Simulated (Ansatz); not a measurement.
## A geometry optimisation of BClFGe with B3LYP-D3(BJ)/def2-SVP

The starting geometry of this gas-phase doublet was optimised with GFN2-xTB.

```xyz
4

B    -0.1100   -0.1918    0.5368
Cl    0.9982    1.3192    0.5461
F    -0.2207   -0.7843    1.7149
Ge   -0.2110    0.3654   -1.3337
```

Question: Predict what becomes of its bonds when it is optimised with B3LYP-D3(BJ)/def2-SVP.

Answer: A bond breaks, giving a structure given below by its coordinates. Contacts that open: Cl2–Ge4 (2.43 → 3.02 Å).

The energy falls by 0.29 eV over 9 steps:

| step | E − E(last) (eV) |
| --- | --- |
| 1 | 0.293 |
| 2 | 0.132 |
| 3 | 0.053 |
| 4 | 0.016 |
| 5 | 0.004 |
| 6 | 0.001 |
| 7 | 0.000 |
| 8 | 0.000 |
| 9 | 0.000 |

Final geometry (Å):

```csv
atom,x (Å),y (Å),z (Å)
B,0.0153,-0.0242,0.5438
Cl,1.1204,1.3877,0.8128
F,-0.2669,-0.7939,1.5754
Ge,-0.4122,0.1390,-1.4679
```

Frequencies at the end are all real (lowest 67 cm⁻¹). Open shells are spin-unrestricted. Run with Ansatz 0.2.0, 47 s on 1 thread of AMD EPYC 7B13 (Zen 3), with other jobs on the host.
